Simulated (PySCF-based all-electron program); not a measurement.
Bond force of CsF, singlet

Calculated with an in-house all-electron program built on PySCF, in large uncontracted Gaussian sets near the basis limit; Koelling–Harmon scalar relativity, no spin–orbit coupling, spin-restricted. Forces are good to about 0.010 eV/Å. In part, the full relativistic part was added along one bond alone. A positive force pushes the atoms apart.

| r (Å) | PBE (eV/Å) |
| --- | --- |
| 2.1105 | 2.701 |
| 2.345 | ? |
| 2.380 | -0.281 |

(1) Fill in the missing PBE forces.

(2) Between which listed lengths does the PBE force vanish, and at which of the two is it smaller?

Results:

(1) 2.345 Å: -0.044 eV/Å.

(2) Between 2.111 and 2.345 Å. The force is smaller at 2.345 Å.
